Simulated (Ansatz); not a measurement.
Isomers of C$_{2}$H$_{8}$Ge (singlet), relaxed with B3LYP-D4/def2-SVP; total energies from Ansatz at CCSD(T)/def2-TZVP.

```
isomer       description  energy (Eh)
     A   GeEtH3 (C₂H₈Ge)  -2156.45022
     B  GeMe2H2 (C2H8Ge)  -2156.46578
```

Correlated methods freeze 11 core orbitals; core or outer-core shells of Ge are correlated, in sets that lack core-valence functions.

Q: Work out the relative energies (1 Eh = 2625.5 kJ/mol) and the Boltzmann populations at 800 K from electronic energies alone (R = 8.314 J/mol/K).

A: ΔE: A 40.9, B 0.0 kJ/mol. RT = 6.65 kJ/mol. Factors exp(−ΔE/RT): A 0.00213, B 1; sum 1.002. Populations: A 0.2 %, B 99.8 %. Zero-point energy, vibrational entropy and symmetry numbers are left out and can shift these; an error of 4 kJ/mol changes a ratio by a factor of 1.8. Over the other density-functional and correlated levels in def2 sets, the gap between B and A ranges from 30 to 40 kJ/mol.
